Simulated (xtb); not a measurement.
HCl3Ge, charge -1, quartet, at a GFN2-xTB geometry of the parent state (a state made from the parent by changing its charge; the spin is typed, not shown lowest).

xtb was given this input:
```
$ xtb mol.xyz --gfn 0 --chrg -1 --uhf 3 --json

# file mol.xyz
5

Ge     0.18961606     0.14465705     0.11687467
Cl    -0.81013033     2.36575078    -0.06066118
Cl     2.01410151    -1.47877166     0.11574629
Cl    -1.55983724    -1.16332174    -0.38022513
H     -0.01799083     0.06879887     1.78739072
```

### Question
What does this run give for the total energy, partial charges in atom order?

### Answer

| Property | Value |
|---|---|
| total energy | -16.676583 Ha |
| partial charges in atom order | Ge1 0.58, Cl2 -0.49, Cl3 -0.49, Cl4 -0.46, H5 -0.13 |
